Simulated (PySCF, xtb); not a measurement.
CH₉FOSi₃, SMILES [SiH2](O[SiH2]F)[SiH2]C. Other conformers were not sampled.

Harmonic wavenumbers (cm⁻¹) from GFN2-xTB run with xtb at its own minimum, in rising order: 14, 23, 38, 59, 114, 132, 173, 272, 348, 439, 453, 547, 562, 564, 588, 626, 649, 722, 740, 752, 778, 797, 810, 816, 830, 838, 1111, 1373, 1493, 1497, 2138, 2166, 2177, 2200, 2363, 2383, 3033, 3036, 3048.

### Question
What does PySCF with r2SCAN-D4/def2-SVP give at its own minimum? (Estimate from the structure and the level; the computed values follow.)

### Answer
19, 42, 68, 73, 102, 157, 196, 344, 361, 429, 505, 604, 651, 661, 695, 707, 725, 744, 822, 856, 882, 892, 925, 948, 977, 990, 1096, 1254, 1433, 1434, 2200, 2204, 2209, 2217, 2270, 2276, 3037, 3144, 3145. Paired by order, the mean absolute difference is 65 cm⁻¹ and the zero-point energies are 58.2 and 60.5 kcal/mol.
